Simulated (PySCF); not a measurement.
PySCF 2.14 output of an unrestricted TPSSh calculation on a single atom or ion in aug-cc-pVQZ-PP with ECP10MDF, with a scalar-relativistic core potential:

```
SCF conv_tol = 1e-09
number electrons alpha = 14  beta = 12
    V. N. Staroverov, G. E. Scuseria, J. Tao, and J. P. Perdew.,  J. Chem. Phys. 119, 12129 (2003)
cycle= 1 E= -462.470057295491  delta_E= -0.00948  |g|= 0.0518  |ddm|= 0.703
cycle= 2 E= -462.470434884694  delta_E= -0.000378  |g|= 0.0226  |ddm|= 0.0948
cycle= 3 E= -462.470507338543  delta_E= -7.25e-05  |g|= 0.000956  |ddm|= 0.0281
cycle= 4 E= -462.470507656527  delta_E= -3.18e-07  |g|= 0.000588  |ddm|= 0.00486
cycle= 5 E= -462.470507770632  delta_E= -1.14e-07  |g|= 3.98e-05  |ddm|= 0.00174
cycle= 6 E= -462.470507771364  delta_E= -7.32e-10  |g|= 3.13e-06  |ddm|= 0.000174
converged SCF energy = -462.470507771364  <S^2> = 2.0016119  2S+1 = 3.0010744
```

The run itself started from symmetry-adapted Hartree-Fock orbitals and held the occupation by maximum overlap, on a logarithmic radial grid, so the iterations belong to that start.

Problem. Which element, charge and spin multiplicity is this?

Solution. Kr (krypton, neutral), multiplicity 3; the state was [Ar] 3d10 4s1 4p6 4d1, high-spin 3D determinant (an excited configuration).

Energies and moments cover only the electrons outside the core potential. The outer electron is Rydberg-like, and this basis confines it to a smaller radius and binds it less than a complete one would. At TPSSh the highest occupied level has a positive energy, so only the finite basis holds that electron; for this excited configuration the basis is too tight for the outer shell.
